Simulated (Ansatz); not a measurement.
Geometry optimisation, RKS B3LYP-D4/def2-SVP (Ansatz).

Input:

```yaml
crystal:
  periodic: [false, false, false]
  atoms:
    - { symbol: B, position_ang: [0.0, 0.0, 0.0] }
    - { symbol: O, position_ang: [0.0, 0.0, 1.76] }
    - { symbol: H, position_ang: [-0.9095, -0.2814, 2.0971] }
    - { symbol: Cl, position_ang: [1.6108, 0.0, -0.93] }
    - { symbol: Cl, position_ang: [-1.6108, 0.0, -0.93] }
    - { symbol: P, position_ang: [0.4713, 2.0436, 0.6969] }
    - { symbol: H, position_ang: [1.5351, 1.9906, 1.636] }
    - { symbol: H, position_ang: [0.8576, 2.8446, -0.4102] }
    - { symbol: H, position_ang: [0.2517, 1.0913, 1.6935] }
basis:
  gaussian: { orbitals: def2-SVP }
hamiltonian:
  xc: b3lyp
  dispersion: d4
relax:
  f_tol: 0.15
  max_steps: 25
  restrain:
    - { distance: [0, 5], at: 3.11, k: 30.0 }
    - { distance: [8, 1], at: 2.21, k: 30.0 }
    - { distance: [0, 1], at: 1.41, k: 30.0 }
    - { distance: [8, 5], at: 1.42, k: 30.0 }
```

Command:

```bash
$ ansatz run input.yaml --threads 2 --pin off --max-ram 3072MiB --backend cpu --events-out ev --progress --plain --runs-dir out
```

Where does it end, and by what steps?

It converged. The restraints hold the end off the free minimum; the threshold counts their pulls, which the force column leaves out. Restrained pairs: B1–P6 (2.21 → 3.13 Å), O2–H9 (1.12 → 2.22 Å), B1–O2 (1.76 → 1.37 Å), P6–H9 (1.40 → 1.42 Å). After 9 steps the energy has fallen by 5.708 eV (the restraints' own energy left out); P6 moved furthest, 0.85 Å.

```csv
step,energy less start (eV),largest force component (eV/Å),accepted
0,0.0000,4.978,yes
1,-0.3476,3.321,yes
2,-1.1960,3.752,yes
3,-2.9335,4.130,yes
4,-4.5648,1.467,yes
5,-5.3513,1.413,yes
6,-5.6248,1.186,yes
7,-5.6784,1.309,yes
8,-5.7006,1.238,yes
9,-5.7077,1.175,yes
```

```xyz
9
Properties=species:S:1:pos:R:3
B 0.043 -0.159 0.165
O -0.091 -0.641 1.444
H -0.998 -0.580 1.771
Cl 1.613 -0.314 -0.613
Cl -1.390 0.314 -0.769
P 0.606 2.775 1.109
H 1.932 2.260 1.204
H 0.474 2.464 -0.271
H 0.018 1.569 1.571
```

Run time: 18 s on 2 threads of Intel(R) Xeon(R) 6975P-C (Granite Rapids) (shared host), peak memory 0.24 GiB.
